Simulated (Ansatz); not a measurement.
Born–Oppenheimer molecular dynamics of AlFH$_{5}$NO (9 atoms, charge 0, multiplicity 1). It starts at the highest image of a converged band, a first-order saddle point between two minima.

Computed with RHF/6-31G* in Ansatz 0.2.0.

- ensemble: NVE (velocity Verlet)
- time step: 0.5 fs
- steps asked: 200
- starting velocities drawn for: 300 K
- seed: 7965

First frame:

```xyz
9
Properties=species:S:1:pos:R:3
Al -0.001 0.246 0.148
N -0.032 0.088 2.063
H -0.778 -0.421 2.499
H 0.809 -0.082 2.582
H 1.358 0.013 -0.612
F -1.413 -0.295 -0.521
O -0.300 2.018 0.737
H -1.090 2.509 0.545
H -0.293 1.400 1.716
```

(1) How far do the bonds stretch over the last three quarters of this one trajectory? (Pairs bonded in most of those frames.)

## Answers

(1) 
```
  bond  mean (Å)  spread (Å)  shortest  longest
Al1–N2     2.279       0.148      1.98     2.45
Al1–H5     1.609       0.071      1.49     1.72
Al1–F6     1.663       0.034      1.60     1.74
Al1–O7     1.722       0.034      1.66     1.78
 N2–H3     1.014       0.045      0.93     1.10
 N2–H4     1.012       0.033      0.95     1.08
 N2–H9     1.033       0.090      0.88     1.17
 O7–H8     0.948       0.014      0.93     0.97
```

Mean temperature of the second half: 877 K. The conserved energy stayed within 1.3 meV per atom of its start (net change -0.47 meV per atom), so the integration is sound. The kinetic energy rose, since the run started high on the potential surface and went downhill. A run of 0.1 ps of so small a system gives no equilibrium averages. The orbitals stay closed-shell, which can raise the energy where a bond breaks towards radicals; this wasn't checked here.

The run took 3.6 min on 1 thread of Arm Neoverse V2, on a shared host, peak memory 0.14 GiB.
